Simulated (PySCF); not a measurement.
C2H4N2OSi, SMILES N#C/N=C/O[SiH3]. The structure is a stationary point at PBE0-D3(BJ)/def2-SVP. The structure was generated by enumeration; whether it is a known compound was not checked. One conformer was computed; it need not be the lowest.

Computed with PBE0-D3(BJ)/def2-SVP (PySCF 2.14.0).

Harmonic wavenumbers (cm⁻¹): 101, 132, 210, 212, 287, 564, 571, 603, 702, 708, 751, 931, 937, 951, 1025, 1126, 1346, 1411, 1750, 2280, 2298, 2298, 2388, 3150. Rotational constants (GHz): 11.01, 1.354, 1.224; symmetry number 1.

Question: Work out the zero-point energy and the ideal-gas rigid-rotor harmonic-oscillator thermochemistry at 298.15 K and 1 atm.

Answer: ZPE = ½ Σ hcν = ½ × 26731 cm⁻¹ = 159.89 kJ/mol. H − E(el) = 180.24 kJ/mol. Entropy in J/(mol K): translation 166.20, rotation 114.09, vibration 61.79, total 342.08. G − E(el) = 78.25 kJ/mol. Cp = 104.58 J/(mol K). Modes under 150 cm⁻¹ make the vibrational entropy uncertain.
